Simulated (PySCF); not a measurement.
C3H3N2, SMILES C1=C[N]N=C1 (connectivity only; charge and spin as stated), charge -1, multiplicity 1. Heavy atoms are numbered as in [CH:1]1=[CH:5][N:4][N:3]=[CH:2]1. Hydrogens are named by the atom that carries them.

Geometry optimised at r2SCAN-D4/def2-SVPD. The spin state was assumed, not searched. The isomer is the one that the SMILES or the coordinates give; other isomers of the formula were not compared.

Computed with PySCF with PBE0/def2-SVPD.

Mulliken values depend strongly on the basis, most of all with diffuse functions as here. ESP charges are fitted to the potential on shells at 1.4 to 2.0 van der Waals radii. Atomic charges (e), one atom of each kind:

```
atom     ESP fit    IAO  Mulliken
-------  -------  -----  --------
C1 (CH)    -0.65  -0.34     -0.25
C2 (CH)     0.32  -0.15      0.42
N3         -0.50  -0.33     -0.53
H on C1     0.13   0.10     -0.11
H on C2    -0.06   0.10     -0.21
```
